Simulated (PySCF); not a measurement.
The multiplicity is imposed and other spin states were not computed.

Cartesian coordinates (Å):
```xyz
5

Cd    -0.0287     0.0168    -0.0321
C      1.3638    -0.7966     1.5244
H      2.1160    -0.0225     1.7307
H      1.8254    -1.7045     1.1117
H      0.7645    -1.0218     2.4176
```
Charge 0, spin multiplicity 2.

Question: What charge on the central atom (Mulliken), spin population on the central atom (Mulliken), total energy, highest occupied spin orbital and dipole moment does TPSSh-D3(BJ)/def2-TZVP // r2SCAN-D4/def2-SVP (PySCF) give?

Answer: 
```
Property                                              Result
----------------------------------------------  ------------
charge on the central atom (Mulliken)                 0.21 e
spin population on the central atom (Mulliken)          0.59
total energy                                    -207.5915 Ha
highest occupied spin orbital                       -4.52 eV
dipole moment                                         0.16 D
```
